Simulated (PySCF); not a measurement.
**Working out the excitation energy of Si+**

Si+ [Ne] 3s2 3p1 (2P) → Si+ [Ne] 3s1 3p2 (4P). Calculation: PySCF 2.14, in x2c-TZVPPall; scalar relativity by spin-free X2C-1e. Frozen: [Ne]. Energies in hartree (1 hartree = 27.21139 eV):

| part | Si+ (lower) | Si+ (upper) |
| --- | --- | --- |
| UHF | -289.173839 | -289.029037 |
| CCSD correlation | -0.058148 | -0.015038 |
| (T) | -0.001076 | -0.000102 |

Q: What does Hartree-Fock give?

A: (-289.029037) − (-289.173839) = 0.144802 hartree = 3.940 eV.

Q: What do CCSD and CCSD(T) give?

A: The CCSD correlation energies differ by 0.043110 hartree = 1.173 eV and the triples by 0.000974 hartree = 0.027 eV, so CCSD gives 5.113 eV and CCSD(T) 5.140 eV.

Measured between the centres of the two terms (NIST): 5.308 eV, so CCSD(T) (valence) is off by -0.168 eV.

What remains against the reference includes basis incompleteness, the frozen core and higher excitations.
